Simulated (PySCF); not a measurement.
C3H9N, SMILES CC(C)N. Atoms are numbered in the order given.

```xyz
13

C      0.0948    -0.6990    -1.2630
C     -0.3599     0.0306     0.0000
C      0.0948    -0.6990     1.2630
N      0.2078     1.3800     0.0000
H     -0.3084    -1.7232    -1.2979
H      1.1949    -0.7495    -1.2963
H     -0.2470    -0.1733    -2.1703
H     -1.4739     0.0362     0.0000
H     -0.2470    -0.1733     2.1703
H      1.1949    -0.7495     1.2963
H     -0.3084    -1.7232     1.2979
H     -0.1185     1.8998     0.8157
H     -0.1185     1.8998    -0.8157
```
Charge 0, spin multiplicity 1.

Coordinates come from a B3LYP-D3(BJ)/def2-SVP optimisation. The values are those of a single conformer.

Method: TDA-PBE0/def2-SVPD in PySCF.

Vertical excitations. Gas-phase values at a fixed geometry. State labels are in the subgroup Cs.

Computed UV-visible absorptions:
| state | symmetry | energy (eV) | λ (nm) | f | main pairs |
|---|---|---|---|---|---|
| S1 | A' | 6.29 | 197 | 0.017 | HOMO→LUMO 94 % |
| S2 | A" | 7.40 | 168 | 0.001 | HOMO→LUMO+1 94 % |
| S3 | A' | 7.47 | 166 | 0.008 | HOMO→LUMO+2 87 % |
| S4 | A' | 7.74 | 160 | 0.111 | HOMO→LUMO+3 91 % |
| S5 | A" | 8.36 | 148 | 0.037 | HOMO→LUMO+4 92 % |
| S6 | A' | 8.63 | 144 | 0.004 | HOMO→LUMO+5 97 % |
| S7 | A' | 8.87 | 140 | 0.023 | HOMO→LUMO+6 98 % |
| S8 | A" | 8.98 | 138 | 0.066 | HOMO−1→LUMO 99 % |
| S9 | A' | 9.16 | 135 | 0.002 | HOMO−2→LUMO 97 % |
| S10 | A' | 9.43 | 132 | 0.006 | HOMO→LUMO+7 88 % |
| T1 | A' | 5.99 | 207 | 0 | HOMO→LUMO 88 % |
| T2 | A" | 7.24 | 171 | 0 | HOMO→LUMO+1 83 %, HOMO→LUMO+4 15 % |
| T3 | A' | 7.25 | 171 | 0 | HOMO→LUMO+2 62 %, HOMO→LUMO+3 24 %, HOMO→LUMO 10 % |
| T4 | A' | 7.43 | 167 | 0 | HOMO→LUMO+3 68 %, HOMO→LUMO+2 27 % |
Triplets are in the Tamm–Dancoff approximation.
